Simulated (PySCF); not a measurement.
A survey of $^{29}$Si NMR shifts

- coordinates at the GFN2-xTB level
- NMR shieldings at PBE0/pcSseg-1/GIAO
- program: PySCF
- averaged over atoms made equivalent by symmetry, fast rotation or ring inversion, non-relativistic Hamiltonian, no solvent model, single conformer

Shieldings were converted by a linear fit to measured shifts: $^{29}$Si (scatter 8.9 ppm rms, 25.8 ppm with the 6 outliers that the fit left out vs TMS, solution or neat liquid). Occasional misses reach two or three times the rms, and more in compound classes unlike the fitted ones.

Question: Give the $^{29}$Si shifts of `C=CN([SiH3])[SiH2]OC(C)C`, `C=C(C)[Si@H](C[SiH2]N)OC`, `FC([SiH3])([SiH3])CO[SiH3]`, `O[SiH2]C(F)F`, `C[Si](C)(Cl)c1ccccc1`.

Answer: 
```tsv
compound	environment	δ (ppm)
[CH2:1]=[CH:2][N:3]([SiH3:4])[SiH2:5][O:6][CH:7]([CH3:8])[CH3:9]	Si5: silicon bonded to N, O, 2 H	-35.9
[CH2:1]=[CH:2][N:3]([SiH3:4])[SiH2:5][O:6][CH:7]([CH3:8])[CH3:9]	Si4: silicon bonded to N, 3 H	-61.0
[CH2:1]=[C:2]([CH3:3])[Si@H:4]([CH2:5][SiH2:6][NH2:7])[O:8][CH3:9]	Si4: silicon bonded to 2 C, O, H	-15.6
[CH2:1]=[C:2]([CH3:3])[Si@H:4]([CH2:5][SiH2:6][NH2:7])[O:8][CH3:9]	Si6: silicon bonded to C, N, 2 H	-34.5
[F:1][C:2]([SiH3:3])([SiH3:4])[CH2:5][O:6][SiH3:7]	Si7: silicon bonded to O, 3 H	-35.8
[F:1][C:2]([SiH3:3])([SiH3:4])[CH2:5][O:6][SiH3:7]	Si3/4: silicon bonded to C, 3 H (×2)	-62.1
O[SiH2]C(F)F	silicon bonded to C, O, 2 H	-33.1
C[Si](C)(Cl)c1ccccc1	silicon bonded to 3 C, Cl	10.0
```
